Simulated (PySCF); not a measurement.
Correlation energy of Nb³⁺ (niobium, charge +3)

[Kr] 4d2, high-spin 3F determinant. Computed with PySCF 2.14 in def2-QZVPPD with the def2 core potential (28 electrons) (7s5p4d3f2g, 81 functions), with a scalar-relativistic core potential. Frozen: nothing; 10 electrons correlated.

MP2 pair energies summed by pair of shells (mhartree):

```tsv
pair	energy	share (%)
4p-4p	-121.32	48.3
4p-4d	-72.17	28.7
4s-4p	-37.55	14.9
4s-4d	-9.35	3.7
4s-4s	-7.08	2.8
4d-4d	-3.80	1.5
```

Total MP2 correlation energy: -251.27 mhartree.

Same-spin part -64.14 and opposite-spin part -187.13 mhartree; SCS-MP2 scales them by 1/3 and 6/5 to -245.94 mhartree.

The basis has no tight functions for the innermost shells, so their pair energies are far from complete.

This basis was not built for core-valence correlation, so the inner-shell part is incomplete.
